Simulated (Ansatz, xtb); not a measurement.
Breaking the O3–H4 bond in H2OSn (SMILES [OH][SnH]) (multiplicity 1 held, fragments rigid). Energies count from the point at 0.963 Å.
Geometry at that point (charge 0, multiplicity 1):
```xyz
4

Sn    -0.184    -0.150     0.195
H     -1.455     0.015    -1.072
O      1.215     0.799    -0.869
H      0.926     1.103    -1.736
```

Restricted levels (R-, RO-) in cc, def2 and unpolarised 6-31G sets keep to the state of the molecule at rest. Unrestricted levels (U-) break spin symmetry where that is lower. Active spaces are followed from a long bond inwards. Curves can end on different states.

Frozen-core correlation. Filled d and f shells under p-block atoms count as core.

Run with Ansatz (an electronic-structure program) with Gaussian orbitals; xtb for the GFN methods. Each number belongs to the level named beside it. In def2 rows elements past Kr take small-core potentials, without spin–orbit coupling. The GFN methods have no spin term and hold the electronic entropy of 300 K.

Energies in kJ/mol.

```csv
R (Å),GFN2-xTB,U-HF/def2-SVP,R-MP2/def2-SVP,R-SCS-MP2/def2-SVP,"FIC-MRCISD+Q on CASSCF(4,3)/def2-SVP"
0.771,135,138,160,160,158
0.867,23,21,32,___,31
0.963,0,0,0,0,0
1.059,18,29,18,___,18
1.156,54,83,61,61,61
1.300,122,182,144,143,141
1.445,192,271,230,___,222
1.685,297,328,355,349,329
1.926,377,343,449,439,396
2.215,442,347,523,508,435
2.600,494,347,568,545,453
3.082,529,347,568,534,458
```

What belongs in the gaps?


- 1.059, R-SCS-MP2/def2-SVP: 18
- 0.867, R-SCS-MP2/def2-SVP: 32
- 1.445, R-SCS-MP2/def2-SVP: 227

Doubts at one or more of the structures used: a spin-contaminated determinant (U-HF/def2-SVP); a restricted determinant that unrestricted orbitals would lower (R-MP2/def2-SVP, R-SCS-MP2/def2-SVP); active orbitals that take no part (FIC-MRCISD+Q on CASSCF(4,3)/def2-SVP).
